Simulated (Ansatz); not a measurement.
Na14Cl14, relaxed as a singlet with RKS r2SCAN-D4/def2-SVP in Ansatz, starting from the GFN2-xTB geometry. Force threshold 0.03 eV/Å.

Single mean-field runs in def2-SVP are fitted with def2-universal-jkfit.

Start:

| atom | x (Å) | y (Å) | z (Å) |
| --- | --- | --- | --- |
| Cl1 | -4.864 | 0.575 | 2.580 |
| Cl2 | -3.109 | 3.489 | 1.325 |
| Cl3 | -0.819 | 3.096 | 4.112 |
| Cl4 | -1.246 | -0.036 | 2.087 |
| Cl5 | -2.487 | -2.865 | -0.149 |
| Cl6 | -3.863 | 0.640 | -0.903 |
| Cl7 | 0.533 | 3.246 | 0.781 |
| Cl8 | 2.388 | -0.085 | 1.855 |
| Cl9 | 4.355 | 1.322 | -1.221 |
| Cl10 | 5.535 | -2.052 | -0.622 |
| Cl11 | 1.283 | -3.585 | -0.766 |
| Cl12 | -1.228 | -2.517 | -3.624 |
| Cl13 | 0.111 | 0.437 | -1.695 |
| Cl14 | 3.433 | -1.887 | -3.535 |
| Na15 | -2.744 | 1.590 | 3.491 |
| Na16 | -5.191 | 2.177 | 0.646 |
| Na17 | -1.047 | 4.739 | 2.183 |
| Na18 | 0.757 | 1.553 | 2.916 |
| Na19 | -3.533 | -1.157 | 1.338 |
| Na20 | -2.830 | -0.941 | -2.515 |
| Na21 | -1.532 | 1.676 | 0.009 |
| Na22 | 2.023 | 2.037 | -0.858 |
| Na23 | 4.614 | -0.271 | 0.830 |
| Na24 | 0.526 | -1.768 | 0.962 |
| Na25 | -1.005 | -4.141 | -1.705 |
| Na26 | 3.652 | -3.431 | -1.468 |
| Na27 | 5.263 | -0.448 | -2.696 |
| Na28 | 1.025 | -1.391 | -3.361 |

(1) Estimate the energy that the relaxation releases and the steps that it takes.

(2) Does the start keep its bonding and symmetry?

(3) Predict the relaxed structure.

## Answers

(1) 1.38 eV, in 10 steps; 44 s on 4 threads of AMD EPYC 7R13 on a shared host and a share (37 GiB) of an NVIDIA H100 80GB HBM3. No frequencies were taken in this run, so the end may be a saddle point.

(2) Bonds formed: Cl8–Na22, Cl11–Na28, Cl13–Na24 (atoms count from 1). Metal–metal contacts that move far: Na20–Na24 4.90 to 3.76 Å, Na22–Na24 4.48 to 3.82 Å.

(3) 
| atom | x (Å) | y (Å) | z (Å) |
| --- | --- | --- | --- |
| Cl1 | -5.179 | 0.578 | 2.809 |
| Cl2 | -3.238 | 3.702 | 1.387 |
| Cl3 | -0.802 | 3.121 | 4.451 |
| Cl4 | -1.404 | 0.135 | 2.088 |
| Cl5 | -2.311 | -2.799 | -0.046 |
| Cl6 | -3.928 | 0.665 | -0.967 |
| Cl7 | 0.572 | 3.339 | 0.746 |
| Cl8 | 2.316 | -0.124 | 1.619 |
| Cl9 | 4.597 | 1.537 | -1.145 |
| Cl10 | 5.851 | -2.140 | -0.663 |
| Cl11 | 1.357 | -3.492 | -0.965 |
| Cl12 | -1.302 | -2.805 | -3.854 |
| Cl13 | -0.020 | 0.227 | -1.625 |
| Cl14 | 3.553 | -1.941 | -3.842 |
| Na15 | -2.950 | 1.875 | 3.483 |
| Na16 | -5.230 | 2.147 | 0.753 |
| Na17 | -1.010 | 4.637 | 2.365 |
| Na18 | 0.688 | 1.599 | 2.869 |
| Na19 | -3.698 | -0.966 | 1.257 |
| Na20 | -2.375 | -1.082 | -2.189 |
| Na21 | -1.637 | 1.893 | -0.034 |
| Na22 | 2.058 | 1.588 | -0.549 |
| Na23 | 4.777 | -0.263 | 0.763 |
| Na24 | 0.151 | -1.526 | 0.558 |
| Na25 | -1.022 | -4.276 | -1.746 |
| Na26 | 3.855 | -3.416 | -1.694 |
| Na27 | 5.301 | -0.450 | -2.647 |
| Na28 | 1.030 | -1.764 | -3.180 |
Bond lengths (bridged metal pairs left out): 52 × Cl–Na 2.58 to 2.84 Å.
